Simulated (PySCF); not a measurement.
Vertical excitations of a molecule CH5FO2Si2 from TDA-M06-2X/def2-SVPD in PySCF 2.14.0, as energy in eV (oscillator strength): 6.00 (0.057), 6.39 (0.037), 6.52 (0.006), 6.84 (0.122), 7.13 (0.047), 7.43 (0.018), 7.48 (0.024), 7.72 (0.117), 7.82 (0.022), 7.87 (0.080). Lowest triplet (TDA): 5.48 eV. Geometry: TPSSh-D3(BJ)/def2-SVP. One conformer was computed; it need not be the lowest.

Task: Pick the molecule that these values belong to.
A) O=CO[SiH2][SiH2]F
B) O[Si@H]1C[Si@@H](F)O1
C) O[Si@]1(F)CO[SiH2]1
D) F[Si@@H]1CO[SiH2]O1

Result: C, O[Si@]1(F)CO[SiH2]1
